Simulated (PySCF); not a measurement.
## State search for LiSe⁺

Unrestricted PBE0; basis Li def2-SVPD, Se def2-SVPD; no relativity; PySCF 2.14. Outer shells of the fragments: Li+ closed shells only; Se 3d10 4s2 4p4.

Followed along the bond (rough minima from three points):

```csv
2Ms+1,unpaired,⟨S²⟩ at the start,R at minimum (Å),Te (eV)
3,π ↑↑,2.00,2.59,0.00
1,π ↑↓,1.01,2.59,0.42
3,"σ ↑, π ↑",2.00,2.87,0.78
1,"σ ↓, π ↑",1.01,2.88,1.18
```

Solutions found at the starting distance of 2.500 Å, counted from the lowest of them; the search is not exhaustive and high or unbound solutions are not listed, so other states can lie among these:

```tsv
2Ms+1	unpaired	term	E (eV)	⟨S²⟩	⟨Lz²⟩	μ (D)
3	π ↑↑	³Σ⁻	0.00	2.00	0.00	-8.48
1	π ↑↓	mixed	0.42	1.01	2.01	-8.48
3	σ ↑, π ↑	³Π	0.83	2.00	1.01	-8.70
1	σ ↓, π ↑	mixed	1.23	1.01	1.01	-8.69
1	none	mixed	1.70	0.00	2.00	-8.43
3	σ ↑↑, π ↑↓	mixed	7.44	3.01	2.01	-0.14
1	σ ↓↓, π ↑↑	mixed	7.49	2.01	0.00	0.20
3	σ ↑, π ↑↑↓	mixed	8.22	3.01	3.02	-1.19
3	σ ↑, π ↑	³Π	8.30	2.00	1.00	-0.23
1	σ ↓, π ↑	mixed	8.37	1.00	1.01	0.14
```

A term symbol is given only where ⟨S²⟩ and ⟨Lz²⟩ are close to those of a pure state; real π, δ and φ orbitals otherwise mix terms. A positive dipole points towards Se; it is taken about the centre of mass and depends on that origin.

Spin–orbit coupling is left out. Counting both spins, an empty level lies below a filled one in some of these solutions, because spin and occupation are held.
